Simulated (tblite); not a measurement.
Input of a run (GFN2-xTB geometry optimisation, gas phase (tblite 0.8.0)), started from a force field or distance geometry:
```
{"job": {"kind": "relax", "xc": "GFN2-xTB", "basis": "xTB"}, "charge": 0, "multiplicity": 1}
Si    -1.502500    -0.013400    -0.360400
C      0.264300     0.334800    -0.017200
C      0.751800     1.544500     0.071000
S      1.342100     3.048200     0.140200
C      1.203300    -0.811900     0.206500
Cl     0.533100    -1.693200     1.614800
H     -1.603600    -0.861000    -1.564900
H     -2.270500     1.224200    -0.574000
H     -2.010500    -0.764300     0.802700
H      2.247800    -0.506400     0.340500
H      1.050100    -1.498900    -0.685100
```

Output (eV, eV/Å):
```
step      E/eV     max force
  0    -501.69673    2.634
  1    -501.89810    1.023
  2    -501.91571    1.319
  3    -501.93781    0.432
  4    -501.95766    0.425
  5    -501.96666    0.347
  6    -501.97048    0.132
  7    -501.97227    0.131
  8    -501.97424    0.255
  9    -501.97655    0.287
 10    -501.97897    0.199
 11    -501.98141    0.149
 12    -501.98416    0.189
 13    -501.98726    0.258
 14    -501.99007    0.199
 15    -501.99207    0.101
 16    -501.99371    0.154
 17    -501.99544    0.184
 18    -501.99705    0.159
 19    -501.99829    0.096
 20    -501.99919    0.084
 21    -502.00002    0.120
 22    -502.00086    0.125
 23    -502.00157    0.071
 24    -502.00203    0.050
 25    -502.00234    0.056
 26    -502.00262    0.048
 27    -502.00297    0.060
 28    -502.00340    0.066
 29    -502.00382    0.061
 30    -502.00413    0.057
 31    -502.00436    0.044
 32    -502.00454    0.039
 33    -502.00471    0.041
 34    -502.00486    0.045
 35    -502.00498    0.040
 36    -502.00510    0.043
 37    -502.00530    0.057
 38    -502.00556    0.068
 39    -502.00584    0.063
 40    -502.00604    0.035
 41    -502.00613    0.026
 42    -502.00620    0.030
 43    -502.00630    0.044
 44    -502.00644    0.055
 45    -502.00661    0.045
 46    -502.00674    0.031
 47    -502.00682    0.028
 48    -502.00688    0.027
 49    -502.00699    0.038
 50    -502.00718    0.059
 51    -502.00747    0.080
 52    -502.00781    0.073
 53    -502.00814    0.059
 54    -502.00846    0.057
 55    -502.00880    0.055
 56    -502.00907    0.037
 57    -502.00917    0.018
 58    -502.00920    0.016
 59    -502.00923    0.017
 60    -502.00927    0.021
 61    -502.00931    0.019
 62    -502.00932    0.008
```

Q: Summarise the run.

A: The energy falls by 7.2 kcal/mol over 62 L-BFGS steps, the largest force on an atom goes from 2.63 to 0.008 eV/Å, and the atoms move by 0.201 Å rms after alignment. The bond that changes most is Si1–C2 (SiH3 silicon to outer carbon of cumulated double bonds), which lengthens by 0.074 Å. Bonds longer at the end by more than 0.005 Å: 2 of 10; shorter: 8. Among the angles that change most is C3–C2–C5, from 117.7° to 125.2°. Among the dihedrals that turn most is C3–C2–C5–Cl6, from 120° to 100°. The energy never rose by more than 1e-5 eV on the way. The first step brought 64 % of the lowering.

Q: What are the final bond lengths?

A: Si1–C2 1.907 Å, C2=C3 1.295 Å, C3=S4 1.558 Å, C2–C5 1.486 Å, C5–Cl6 1.806 Å, Si1–H7 1.466 Å, Si1–H8 1.458 Å, Si1–H9 1.461 Å, C5–H10 1.089 Å, C5–H11 1.089 Å. Numbering counts from 1 in the input's order; the species is `[SiH3]C(=C=S)CCl`.

Time: 0.55 s of wall time. Hardware: an Intel Xeon at 2.70 GHz with one thread, shared host.

Its GFN2-xTB frequencies are all real (lowest 32 cm⁻¹). One conformer, not necessarily the lowest.

The numbers are calculated, not measured.
